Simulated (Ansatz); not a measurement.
Ideal-gas functions of `FC(I)[SiH2]Cl` at 600 K and 1 bar, from an Ansatz frequency run at PBE0-D4/def2-TZVP.

Molar mass 224.48 g/mol, point group C1 (symmetry number 1), electronic degeneracy 1, moments of inertia 210.5, 567.968, 742.349 u Å². Harmonic wavenumbers (cm⁻¹, unscaled): 54, 92, 185, 247, 310, 466, 565, 622, 702, 767, 838, 942, 1049, 1124, 1309, 2248, 2278, 3113.

Use S(trans) = R[1.5 ln M + 2.5 ln T − 1.1517]; rotational temperatures θ = 24.2544 K / I; S(rot) = R[ln(√π/σ · √(T³/θAθBθC)) + 1.5]; for each mode x = 1.438777 ν̃/T, S = R[x/(eˣ − 1) − ln(1 − e⁻ˣ)] and H = RT x/(eˣ − 1); 1 cm⁻¹ = 0.0119627 kJ/mol; R = 8.31446 J/(mol·K).

Problem. By hand: the entropy, in J/(mol·K).

Solution. Translation 190.9. Rotation: θ = 0.1152, 0.0427, 0.0327 K, giving 133.3. Vibration, mode by mode: 25.32, 20.90, 15.14, 12.79, 10.97, 7.81, 6.40, 5.72, 4.90, 4.33, 3.78, 3.11, 2.54, 2.20, 1.55, 0.24, 0.23, 0.04, in all 128.0. Electronic 0.0. Sum 452.2 J/(mol·K).

Problem. By hand: H − E and G − E in kJ/mol, counted from the electronic energy.

Solution. Zero-point energy ½ × 16911 × 0.0119627 = 101.2; thermal vibration 36.9; translation, rotation and pV give 4 RT = 20.0. H − E = 158.1 kJ/mol, and G − E = 158.1 − 600 × 452.2/1000 = -113.2 kJ/mol.

Vibration gives 28 % of the entropy, 46.2 J/(mol·K) of it from the modes under 150 cm⁻¹: soft modes count most, and the harmonic formula is weakest for them. The sum counts one conformer and one mirror image; others add a mixing term.
